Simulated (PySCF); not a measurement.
An unknown is described by computed data only.

Formula: C4H11BO2.

* Triplet: lowest triplet excitation (Tamm–Dancoff): 6.77 eV [TDA B3LYP/def2-SVPD]
* Rotational structure: rotational constants A, B, C: 8.909, 0.974, 0.951 GHz [PBE0-D3(BJ)/def2-SVP]
* XPS: B1s 196.8, C1s 290.7, C1s 290.8, C1s 292.2, C1s 292.2, O1s 538.4, O1s 538.4 eV [ΔSCF SCAN, pcX-2 on the ionised atom, pcseg-1 elsewhere, spin-free X2C]
* 13C NMR: chemical shifts (computed TMS as zero) by class: 71.1 (1 C), 50.7 (1 C), 29.8 (1 C), 10.8 (1 C) ppm [GIAO PBE0/pcSseg-1]
* 1H NMR: chemical shifts (computed TMS as zero) by class: 4.13 (1 H), 3.73 (3 H), 3.68 (2 H), 1.43 (2 H), 0.87 (3 H) ppm [GIAO PBE0/pcSseg-1]
* Couplings: largest of the computed one-bond spin–spin couplings (means over like bonds): 11B–1H +174.9, 13C–1H +148.3 (×3), 13C–1H +146.3 (×2), 13C–1H +132.9 (×2), 13C–1H +132.1 (×3), 13C–13C +39.3, 13C–13C +36.4, 17O–13C +18.7 Hz [B3LYP/pcJ-1, spin–dipole term left out for some pairs]

The electronic properties come from PySCF, for the isolated species, density fitting. Levels stand in brackets. The structure is a single PBE0-D3(BJ)/def2-SVP conformer in the gas phase; no vibrational or solvent corrections. NMR values are class means; diastereotopic atoms form classes of their own.

Question: Propose a structure and show how it fits.

Answer: Numbering: `[CH3:1][CH2:2][CH2:3][O:4][BH:5][O:6][CH3:7]`. 4 carbons fall into 4 classes; from least to most shielded: sp3 carbon bound to oxygen [C3] (71.1 ppm), methoxy carbon [C7] (50.7 ppm), chain CH2 carbon [C2] (29.8 ppm), methyl carbon [C1] (10.8 ppm). Hydrogen classes from least to most shielded: 1 H on a three-coordinate boron, B5 (4.13 ppm), 3 H on a methoxy carbon, C7 (3.73 ppm, a mean of values up to 1.0 ppm apart in this geometry), 2 H on an sp3 carbon bound to oxygen, C3 (3.68 ppm), 2 H on a chain CH2 carbon, C2 (1.43 ppm), 3 H on a methyl carbon, C1 (0.87 ppm). The couplings run between: +174.9 Hz, three-coordinate boron [B5] and its hydrogen; +148.3 Hz, methoxy carbon [C7] and its hydrogen (with 2 like pairs); +146.3 Hz, sp3 carbon bound to oxygen [C3] and its hydrogen (with 1 like pair); +132.9 Hz, chain CH2 carbon [C2] and its hydrogen (with 1 like pair); +132.1 Hz, methyl carbon [C1] and its hydrogen (with 2 like pairs); +39.3 Hz, chain CH2 carbon [C2] and sp3 carbon bound to oxygen [C3]; +36.4 Hz, methyl carbon [C1] and chain CH2 carbon [C2]; +18.7 Hz, boron-bound oxygen [O6] and methoxy carbon [C7]. The core levels belong to: B1s 196.8 eV, three-coordinate boron [B5]; C1s 290.7 eV, chain CH2 carbon [C2]; C1s 290.8 eV, methyl carbon [C1]; C1s 292.2 eV, methoxy carbon [C7]; C1s 292.2 eV, sp3 carbon bound to oxygen [C3]; O1s 538.4 eV, boron-bound oxygen [O4]; O1s 538.4 eV, boron-bound oxygen [O6]. The optimised geometry has point group C1 and is an asymmetric top. Structure: `CCCOBOC`. Computed isomers that give other values at the same levels: `CCOBOCC` (13C chemical shifts (computed TMS as zero) by class: 62.5 (2 C), 19.8 (2 C) ppm); `CC(C)(C)B(O)O` (13C chemical shifts (computed TMS as zero) by class: 27.9 (3 C), 17.6 (1 C) ppm); `CCCOB(C)O` (13C chemical shifts (computed TMS as zero) by class: 68.9 (1 C), 27.6 (1 C), 10.9 (1 C), -4.0 (1 C) ppm). The assignments are read from this structure; whether some other isomer fits the data as well wasn't checked.

The values belong to the conformer `[CH3:1][CH2:2][CH2:3][O:4][BH:5][O:6][CH3:7]`: C1–C2–C3–O4 -174°, C2–C3–O4–B5 -98°, C3–O4–B5–O6 177°, O4–B5–O6–C7 -1°.
